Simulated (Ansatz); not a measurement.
Na₈H₇⁺. The state is a singlet with charge 1. Geometry PBE0-D4/def2-SVP, basis def2-TZVP, Ansatz.

```csv
atom,x (Å),y (Å),z (Å)
Na1,0.679,-2.033,1.622
Na2,-1.057,-4.090,-1.045
Na3,-2.555,0.387,2.511
Na4,-1.923,3.213,0.193
Na5,1.574,1.559,0.117
Na6,1.603,-2.077,-1.365
Na7,-2.147,-0.375,-0.460
Na8,-1.738,-1.906,-3.823
H9,-2.999,1.464,0.753
H10,0.044,2.868,0.115
H11,-1.333,-1.108,1.723
H12,3.422,3.394,-0.266
H13,3.926,2.822,-0.247
H14,1.803,-0.533,0.151
H15,0.701,-3.586,0.021
```

| run | HOMO (eV) | LUMO (eV) |
| --- | --- | --- |
| A | -6.29 | -3.69 |
| B | -7.48 | -2.75 |
| C | -5.73 | -3.92 |
| D | -5.83 | -4.23 |
| E | -5.94 | -4.01 |
| F | -7.06 | -3.02 |

HSE06 is defined as in plane-wave codes, on full-range PBE exchange. In the singlet, H12 and H13 lie 0.76 Å apart (atoms count from 1), so H2 has formed as a molecule. Another isomer (singlet) lies 1.08 eV lower at PBE0-D4/def2-TZVP; other spin states weren't run for this one.

Q: The runs used CAM-B3LYP, HSE06, PBE, PBE0, r2SCAN, ωB97M-V. Estimate which is which.

A: A PBE0 (25 % exact exchange); B ωB97M-V (range-separated); C r2SCAN (0 % exact exchange); D PBE (0 % exact exchange); E HSE06 (range-separated); F CAM-B3LYP (range-separated). Exact exchange lowers occupied and raises empty levels; among semilocal functionals meta-GGAs tend to open the gap a little, and such runs are hard to tell apart. The gap grows from 1.59 eV (PBE) to 4.73 eV (ωB97M-V). The restricted singlet is unstable towards broken spin symmetry in Hartree–Fock (as tested in another run); at PBE0-D4/def2-TZVP, ωB97M-V/def2-TZVP, r2SCAN-D4/def2-TZVP, PBE-D4/def2-TZVP and others this wasn't settled.
